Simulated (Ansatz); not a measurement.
`[GeH3][Se][GeH3]` + CH₄ → `C[Se][GeH3]` + GeH₄  (formal exchange of groups at the Se–Ge bond)

Computed with Ansatz on PBE0-D4/def2-TZVP structures; ΔE is electronic, products minus reactants. CCSD(T)/CBS is the MP2 limit (def2-TZVPP, def2-QZVPP) plus CCSD(T) − MP2 in def2-TZVPP, frozen cores. This one scheme is used for every species. DFT in def2-TZVPP. For Ge, Se outer-core shells are correlated without core-valence functions, which leaves a few kJ/mol of doubt a bond. Scalar relativity is left out up to krypton.

```tsv
level	ΔE (eV)
revPBE	1.16
CCSD(T)/def2-SVP	1.20
```

Task: What does CCSD(T)/CBS give? (Best estimate.)

Result: Computed: +1.21 eV. The listed levels differ from it by -0.05, -0.01 eV.

Task: What do rigid-rotor, harmonic-oscillator terms from PBE0-D4/def2-TZVP frequencies (298.15 K, 1 bar) make of the CCSD(T)/CBS value? (Best estimate.)

Result: The calculation gave: ΔZPE = -0.05 eV, ΔH = +1.14 eV, ΔS = -1 J/(mol·K), ΔG = +1.14 eV.

Largest T1 diagnostic among the species: 0.012.

Leaving LDA and LC-ωPBE aside and taking each functional with its dispersion term where it has one, the values, not all of them listed here, spread over 0.11 eV, from revPBE-D4 to BHLYP-D4. From BLYP to BHLYP (50 % exact exchange), in def2-TZVPP and without D4, ΔE moves by +0.07 eV.
